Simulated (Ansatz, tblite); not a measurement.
Removing and adding an electron: Si(PMe2)H3 (C₂H₉PSi). The state is a singlet with charge 0. Geometry: PBE-D4/def2-SVP. Ansatz, gas phase; energy differences of separate SCF runs; the oxidised species was run as a doublet alone; the reduced species was run as a doublet alone.

```xyz
13

Si    1.665   -0.485   -0.647
P    -0.277    0.696   -0.709
C    -0.260    1.343    1.052
C    -1.472   -0.737   -0.511
H    -0.087    0.557    1.816
H    -1.236    1.828    1.259
H     0.526    2.118    1.150
H    -1.230   -1.409    0.338
H    -2.491   -0.327   -0.357
H    -1.488   -1.331   -1.446
H     2.829    0.470   -0.602
H     1.776   -1.321   -1.896
H     1.747   -1.401    0.554
```

The xTB rows come from tblite. Correlated methods freeze 12 core orbitals.

| level | −HOMO (eV) | vertical IE (eV) | −LUMO (eV) | vertical EA (eV) | HOMO–LUMO gap (eV) | IE − EA (eV) | remarks |
| --- | --- | --- | --- | --- | --- | --- | --- |
| GFN1-xTB | 10.62 | 13.51 | 6.21 | – | 4.41 | – | – |
| GFN2-xTB | 9.76 | 12.49 | 5.50 | 2.78 | 4.27 | 9.71 | – |
| HF/def2-TZVP | 9.09 | 7.62 | -3.17 | – | 12.25 | – | – |
| PBE-D4/def2-TZVP | 5.56 | 8.49 | 0.56 | – | 5.00 | – | – |
| PBE-D4/def2-TZVPD | 5.59 | – | 0.75 | -0.92 | 4.85 | – | HOMO above zero (-1 doublet) |
| r2SCAN-D4/def2-TZVP | 5.75 | 8.47 | 0.22 | – | 5.53 | – | – |
| r2SCAN-D4/def2-TZVPD | 5.76 | – | 0.33 | -1.11 | 5.43 | – | HOMO above zero (-1 doublet) |
| PBE0-D4/def2-TZVP | 6.63 | 8.56 | -0.25 | – | 6.88 | – | – |
| PBE0-D4/def2-TZVPD | 6.64 | – | 0.00 | -1.11 | 6.64 | – | HOMO above zero (-1 doublet) |
| MP2/def2-TZVP | – | 8.63 | – | – | – | – | – |
| CCSD/def2-TZVP | – | 8.58 | – | – | – | – | – |
| CCSD(T)/def2-TZVP | – | 8.63 | – | – | – | – | – |

   A HOMO above zero means that the electron is unbound at that level or that self-interaction error raises the level; the energy of removing that electron tells which. Raw xTB energy differences between charge states are shifted by several eV; the methods need an empirical correction for them. A negative affinity means that the extra electron isn't bound; its size then hangs on the basis.
